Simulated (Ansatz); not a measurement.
One change: `CBO[SiH2]F` becomes `F[SiH2]OBS`.

Ansatz, PBE0-D4/def2-TZVP geometries, multiplicity 1. Each molecule was computed in one conformer, which needn't be the lowest.

| property | `CBO[SiH2]F` |
| --- | --- |
| LUMO energy (ωB97M-V/def2-TZVPP) / eV | 1.64 |
| size of the dipole moment (PBE/def2-TZVPP) / D | 1.16 |
| LUMO energy (B3LYP/def2-TZVPP) / eV | -0.54 |
| LUMO energy (PBE0/def2-TZVPP) / eV | -0.30 |
| HOMO–LUMO gap (PBE0/def2-TZVPP) / eV | 8.25 |
| HOMO energy (B3LYP/def2-TZVPP) / eV | -8.35 |

**Question.** What does the change do to each property? (Best estimate.)

**Answer.** The calculation gave: 
```csv
property,`F[SiH2]OBS`,shift
LUMO energy (ωB97M-V/def2-TZVPP) / eV,1.53,-0.11
size of the dipole moment (PBE/def2-TZVPP) / D,1.48,0.32
LUMO energy (B3LYP/def2-TZVPP) / eV,-0.64,-0.10
LUMO energy (PBE0/def2-TZVPP) / eV,-0.44,-0.14
HOMO–LUMO gap (PBE0/def2-TZVPP) / eV,7.53,-0.72
HOMO energy (B3LYP/def2-TZVPP) / eV,-7.71,0.64
```

With PBE0 the HOMO rises by 0.58 eV and the LUMO falls by 0.14 eV, so the gap narrows by about 0.72 eV. PBE moves the HOMO by 0.31 eV and ωB97M-V by 0.75 eV. Dipoles are sizes alone; their direction can turn.

B3LYP here is the variant with VWN-RPA as its local correlation; programs differ in this.
